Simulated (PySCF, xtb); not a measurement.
C4HCl2F, SMILES C#CC(F)=C(Cl)Cl.

Coordinates come from a ωB97X-D3(BJ)/def2-SVP optimisation. This is a generated structure with no PubChem entry under its InChIKey; it may be hypothetical.

These are C-PCM-M06-2X/def2-SVP run with PySCF values and carry that method's errors.

The values are the electrostatic part of the solvation free energy, E(continuum) − E(gas) at the gas-phase geometry, in a cavity of scaled van der Waals radii (PySCF's table); cavitation and dispersion terms are not included. In vacuum the orbital gap is 7.65 eV. The dipole moment in vacuum is 1.65 D.

Question: Estimate the values in water (ε = 78.36), dimethylsulfoxide (ε = 46.83), 2-propanol (ε = 19.26). (The exact figures need the calculation; the answer reports its results.)

Answer: 
| solvent | ε | ΔG(elec) (kcal/mol) | dipole (D) | gap (eV) |
|---|---|---|---|---|
| water | 78.36 | -2.8 | 2.08 | 7.68 |
| dimethylsulfoxide | 46.83 | -2.7 | 2.08 | 7.68 |
| 2-propanol | 19.26 | -2.6 | 2.06 | 7.68 |

For comparison, GFN2-xTB/ALPB(water) (xtb, at the GFN2-xTB geometry, all terms of that model) gives -1.9 kcal/mol.
